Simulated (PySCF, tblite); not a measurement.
Isomers of C6H14O2Si, one GFN2-xTB conformer each. Single-point energies are computed at PBE0/pcSseg-1 (PySCF, gas phase, no added dispersion term), electronic only.

```tsv
SMILES	GFN2-xTB relative energy (kJ/mol)
CCO[C@@H]1CC[Si@H](O)C1	137.4
CC(C)(C)[SiH]1OCCO1	0.0
C[Si@H](OC=O)C(C)(C)C	132.7
CO[C@@H]1C[C@@H]([C@@H](C)O)[SiH2]1	349.4
COC[C@@H]1OCCC[SiH2]1	290.5
```

Conformers: `[CH3:1][CH2:2][O:3][C@@H:4]1[CH2:5][CH2:6][Si@H:7]([OH:8])[CH2:9]1` with C1–C2–O3–C4 174°, C2–O3–C4–C5 -164°, C6–Si7–O8–H -51°, O3–C4–C5–C6 -66°, C4–C5–C6–Si7 -28°, C5–C6–Si7–O8 117°, C6–Si7–C9–C4 28°; `[CH3:1][C:2]([CH3:3])([CH3:4])[SiH:5]1[O:6][CH2:7][CH2:8][O:9]1` with C2–Si5–O6–C7 -138°, Si5–O6–C7–C8 24°, O6–C7–C8–O9 -20°, C7–C8–O9–Si5 8°; `[CH3:1][Si@H:2]([O:3][CH:4]=[O:5])[C:6]([CH3:7])([CH3:8])[CH3:9]` with C1–Si2–O3–C4 63°, Si2–O3–C4–O5 2°; `[CH3:1][O:2][C@@H:3]1[CH2:4][C@@H:5]([C@@H:6]([CH3:7])[OH:8])[SiH2:9]1` with C1–O2–C3–C4 178°, C4–C5–C6–C7 180°, C5–C6–O8–H -59°; `[CH3:1][O:2][CH2:3][C@@H:4]1[O:5][CH2:6][CH2:7][CH2:8][SiH2:9]1` with C1–O2–C3–C4 170°, O2–C3–C4–O5 93°, C3–C4–O5–C6 -68°, C4–O5–C6–C7 -74°, O5–C6–C7–C8 73°, C6–C7–C8–Si9 -54°.

**Question.** What does PBE0/pcSseg-1 give for the same structures?

**Answer.** 
| SMILES | PBE0/pcSseg-1 E (Eh) | PBE0/pcSseg-1 (kJ/mol) | GFN2-xTB (kJ/mol) | point group |
| --- | --- | --- | --- | --- |
| C[Si@H](OC=O)C(C)(C)C | -676.45095 | 0.0 | 132.7 | C1 |
| CC(C)(C)[SiH]1OCCO1 | -676.44971 | 3.3 | 0.0 | C1 |
| CCO[C@@H]1CC[Si@H](O)C1 | -676.43136 | 51.4 | 137.4 | C1 |
| COC[C@@H]1OCCC[SiH2]1 | -676.35127 | 261.7 | 290.5 | C1 |
| CO[C@@H]1C[C@@H]([C@@H](C)O)[SiH2]1 | -676.33233 | 311.4 | 349.4 | C1 |

GFN2-xTB puts CC(C)(C)[SiH]1OCCO1 lowest instead; measured from each level's own lowest isomer, the values differ by up to 132.7 kJ/mol (C[Si@H](OC=O)C(C)(C)C: 132.7 against 0.0). As drawn, the lowest has a C=O bond, a C(=O)–O unit and an Si–O bond, which the highest lacks; the highest has a four-membered ring and an O–H bond, which the lowest lacks. Neighbours under 10 kJ/mol apart (C[Si@H](OC=O)C(C)(C)C and CC(C)(C)[SiH]1OCCO1) can change places with a better method, another conformer or zero-point energy.

**Question.** Which frontier levels, dipoles and rotational constants go with these structures?

**Answer.** 
```csv
SMILES,"HOMO (eV, PBE0/pcSseg-1)",LUMO (eV),dipole (D),"A, B, C (MHz)"
C[Si@H](OC=O)C(C)(C)C,-8.00,0.08,2.27,"2281, 883.3, 773.0"
CC(C)(C)[SiH]1OCCO1,-7.55,1.20,0.79,"2569, 976.3, 895.9"
CCO[C@@H]1CC[Si@H](O)C1,-7.41,1.02,2.32,"1937, 1035, 854.5"
COC[C@@H]1OCCC[SiH2]1,-6.66,1.26,2.30,"1853, 1097, 1021"
CO[C@@H]1C[C@@H]([C@@H](C)O)[SiH2]1,-6.68,0.09,1.62,"3082, 718.0, 616.5"
```

**Question.** What happens when harmonic zero-point energies from GFN2-xTB frequencies are added?

**Answer.** 
```json
{"SMILES": "C[Si@H](OC=O)C(C)(C)C", "ZPE (kJ/mol)": "496.6", "electronic (kJ/mol)": "0.0", "with ZPE (kJ/mol)": "0.0"}
{"SMILES": "CC(C)(C)[SiH]1OCCO1", "ZPE (kJ/mol)": "508.1", "electronic (kJ/mol)": "3.3", "with ZPE (kJ/mol)": "14.8"}
{"SMILES": "CCO[C@@H]1CC[Si@H](O)C1", "ZPE (kJ/mol)": "503.8", "electronic (kJ/mol)": "51.4", "with ZPE (kJ/mol)": "58.6"}
{"SMILES": "COC[C@@H]1OCCC[SiH2]1", "ZPE (kJ/mol)": "499.3", "electronic (kJ/mol)": "261.7", "with ZPE (kJ/mol)": "264.4"}
{"SMILES": "CO[C@@H]1C[C@@H]([C@@H](C)O)[SiH2]1", "ZPE (kJ/mol)": "493.5", "electronic (kJ/mol)": "311.4", "with ZPE (kJ/mol)": "308.3"}
```

The zero-point energies span 14.6 kJ/mol. The order is unchanged.
